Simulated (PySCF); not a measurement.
Method: B3LYP-D3(BJ)/def2-TZVP // PBE0-D4/def2-TZVP in PySCF. All species are isolated molecules in the gas phase. One relaxed conformer stands for a flexible species; it need not be the lowest. B3LYP has the VWN-RPA correlation part, as in Gaussian. Excitations are Tamm–Dancoff values on a coarser integration grid. The basis has no diffuse functions, so Rydberg states are missing or too high.

Reference species (SMILES): `B[C@@H](C)O` (neutral, multiplicity 1).

| Quantity | Value |
|---|---|
| HOMO | -7.52 eV |
| S1 excitation (TDA) | 4.61 eV |

Changed species: `COCB`.

Problem. What does the change do to the HOMO and S1 excitation (TDA)?

Solution. the HOMO rises by 0.22 eV, to -7.30 eV; the S1 excitation (TDA) increases by 0.16 eV, to 4.77 eV.
